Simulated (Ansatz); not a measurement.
Cost and result for the atomization energy of Au2 (`[Au][Au]`) (2 atoms, 1 bond).

Cartesian coordinates in Å:
```
Au -1.1654 -0.3957 0.2794
Au 1.1654 0.3957 -0.2794
```

The species carries charge 0 and has multiplicity 1. Correlated methods include outer-core shells of Au, which these sets cover unevenly. Au takes the def2 core potential. Geometry: relaxed with PBE0-D4/def2-TZVP. Program: Ansatz. Hardware: A = 2 threads of an AMD EPYC 7R13 on a shared host; B = 2 threads of an AMD EPYC 7R13 on a shared host and a share of an NVIDIA H100 80 GB. Times are those of one run each, without the atoms' runs, and a repeat can differ threefold. Electronic energies, without spin–orbit coupling; frozen cores. CCSD(T)/CBS adds CCSD(T) − MP2 in def2-TZVPP to the MP2 limit, and its time is that of the two runs behind it. T1 = 0.018. With those shells the extrapolation isn't a true limit. B3LYP takes the VWN-RPA correlation (the form of Gaussian; ORCA's B3LYP/G). HSE06 is the plane-wave form, built on full-range PBE exchange.

CCSD(T)/CBS is a level of theory with its own doubt, some kJ/mol a heavy atom from the limit and from the frozen cores, so smaller differences don't rank the functionals.

| level | functions | wall time |
| --- | --- | --- |
| LDA (SPW92)/def2-TZVPP [A] | 112 | 0.5 s |
| PBE-D4/def2-TZVPP (with forces) [A] | 112 | 1.1 s |
| HSE06-D4/def2-TZVPP [A] | 112 | 1.3 s |
| B3LYP-D4/def2-TZVPP (with forces) [A] | 112 | 1.5 s |
| r2SCANh-D4/def2-TZVPP [A] | 112 | 1.9 s |
| RPA@PBE/def2-TZVPP [A] | 112 | 1.9 s |
| CCSD(T)/def2-SVP [A] | 64 | 1.9 s |
| r2SCAN-D4/def2-TZVPP (with forces) [A] | 112 | 2 s |
| PBE-QIDH/def2-TZVPP [A] | 112 | 2.2 s |
| ωB97M-V/def2-TZVPP (with forces) [A] | 112 | 4.2 s |
| CCSD(T)/def2-TZVPP [A] | 112 | 6.5 s |
| CCSD(T)/def2-QZVPP [B] | 176 | 9.5 s |
| CCSD(T)/CBS(def2) | – | 16 s |

(1) What atomization energy does each give, and how far from CCSD(T)/CBS? (An estimate is asked.)

Answers

(1) The calculation gave: 
| level | atomization (kJ/mol) | difference from CCSD(T)/CBS | per bond |
| --- | --- | --- | --- |
| LDA (SPW92)/def2-TZVPP [A] | 277.8 | 47.4 | 47.4 |
| PBE-D4/def2-TZVPP (with forces) [A] | 224.0 | -6.4 | -6.3 |
| HSE06-D4/def2-TZVPP [A] | 199.8 | -30.6 | -30.6 |
| B3LYP-D4/def2-TZVPP (with forces) [A] | 195.9 | -34.5 | -34.5 |
| r2SCANh-D4/def2-TZVPP [A] | 212.6 | -17.8 | -17.8 |
| RPA@PBE/def2-TZVPP [A] | 183.5 | -46.9 | -46.9 |
| CCSD(T)/def2-SVP [A] | 186.4 | -44.0 | -44.0 |
| r2SCAN-D4/def2-TZVPP (with forces) [A] | 223.4 | -7.0 | -7.0 |
| PBE-QIDH/def2-TZVPP [A] | 199.4 | -31.0 | -30.9 |
| ωB97M-V/def2-TZVPP (with forces) [A] | 184.8 | -45.6 | -45.6 |
| CCSD(T)/def2-TZVPP [A] | 200.1 | -30.3 | -30.3 |
| CCSD(T)/def2-QZVPP [B] | 216.5 | -13.9 | -13.9 |
| CCSD(T)/CBS(def2) | 230.4 | 0.0 | 0.0 |

At CCSD(T), def2-SVP lies −44.0 kJ/mol from the extrapolated value and def2-TZVPP −30.3 kJ/mol: correlation converges slowly with the basis, and small sets miss more of it in the bonded molecule than in its fragments. The D4 term adds +7.6 kJ/mol with B3LYP and +3.8 kJ/mol with PBE0; it sums over pairs of atoms, weighted by their polarisabilities, and B3LYP, whose exchange is more repulsive, gets the larger term. From PBE to PBE0 (25 % exact exchange), in def2-TZVPP and without D4, the atomization energy moves by −24.8 kJ/mol: exact exchange takes away binding that semilocal exchange gives to molecules.
